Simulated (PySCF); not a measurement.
NMR data simulated for an unnamed compound:

¹H NMR (500 MHz, computed): δ 6.55 (m, 1H), 6.36 (m, 1H), 6.25 (m, 1H), 6.02 (m, 1H), 5.61 (m, 1H), 4.53 (m, 1H), 4.48 (m, 1H).

¹³C{¹H} NMR (computed): δ 165.8 (C), 145.8 (CH), 139.5 (CH), 132.4 (CH), 124.7 (CH2), 94.9 (CH2).

One conformer, no solvent, relativity neglected. Shieldings: GIAO PBE0/pcSseg-1; GFN2-xTB structure; PySCF 2.14.

Referencing at the same level of theory: TMS for ¹H (σ = 31.72 ppm) and ¹³C (σ = 186.93 ppm).

**Question.** Which of these does the molecule contain: a vinyl group CH=CH2, a (CH3)2CH unit, an ester, an OH group, a non-aromatic C=C double bond?

**Answer.** 
- A vinyl group CH=CH2: yes (δC 124.7, 139.5; δH 6.25 (m), 5.61 (m), 6.36 (m)).
- A (CH3)2CH unit: no.
- An ester: no.
- An OH group: no.
- A non-aromatic C=C double bond: yes.

The data belong to SMILES C=CC(=C)O/C=C\F, C6H7FO; they needn't prove each group on their own.

Carbon signals by region: 1 in the far downfield region (above 160 ppm), 4 in the sp2 and nitrile region (100–160 ppm), 1 at 50–100 ppm. Above 160 ppm: 165.8, alkene carbon bearing oxygen.

Splittings by ¹⁹F in the carbon and heteronuclear signals aren't shown, as no couplings were computed. Shifts are as computed. Against solution values, carbons near 30 ppm lie about +3 ppm off and those near 130 ppm about +5 ppm. Of 1309 compounds with measured shifts, 239 miss one by over three times the rms of a fit or turn the order of signals round; such compounds aren't used in these exercises. No couplings were computed; multiplicities are counted from neighbouring protons, with m where these are inequivalent, close in shift, in a saturated or five-membered ring or joined by F or P, and br s for small geminal =CH2 splittings.
